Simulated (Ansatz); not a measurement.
Ansatz results at the PBE0-D4/def2-TZVP geometry: size of the dipole moment (PBE/def2-TZVPP) 1.25 D; HOMO–LUMO gap (PBE/def2-TZVPP) 6.93 eV; HOMO–LUMO gap (B3LYP/def2-TZVPP) 8.77 eV.

Each molecule was computed in one conformer, which needn't be the lowest.

(1) Which molecule gave them?
A. BH₃
B. `O[SiH2]OBF`
C. `OB(F)O[SiH3]`
D. `B[Si](O)(O)F`

## Answers

(1) C. The others give `O[SiH2]OBF`: 2.11, 6.91, 8.82; BH₃: 0.00, 5.41, 7.50; `B[Si](O)(O)F`: 1.37, 3.58, 5.60.

B3LYP here is the variant with VWN-RPA as its local correlation; programs differ in this.
